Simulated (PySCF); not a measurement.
YH₃: breathing scan

Level of theory: BP86 in PySCF with Y def2-TZVP with ECP28, H def2-TZVP; scalar-relativistic core potentials, no spin–orbit coupling; density-fitted integrals.

Rigid scan from the singlet minimum (Y–H 1.977 Å (×3); H–Y–H 113.6° (×3)). Coordinate: all bonds to the central atom scaled together. Energies in kJ/mol from the minimum.

(1) Predict the curve at 0.88, 0.92, 0.96, 1.00, 1.04, 1.08, 1.14, 1.22, 1.35.

Results:

(1) 
| scale of all bonds to the centre | E (kJ/mol) | dipole size (D) |
| --- | --- | --- |
| 0.88 | 85.6 | 3.40 |
| 0.92 | 34.9 | 3.55 |
| 0.96 | 8.0 | 3.68 |
| 1.00 | 0.0 | 3.79 |
| 1.04 | 6.9 | 3.90 |
| 1.08 | 25.5 | 3.99 |
| 1.14 | 69.4 | 4.11 |
| 1.22 | 147.3 | 4.24 |
| 1.35 | 294.6 | 4.38 |

At long bonds a restricted determinant can lie too high, and another spin state can fall below this curve.

Other isomers or separated fragments may lie lower.

The scan took 4.2 s on 2 threads of a shared Arm Neoverse V2 host; the process peaked at 0.7 GiB. Launch command: `OMP_NUM_THREADS=2 python axn.py task.json out`.
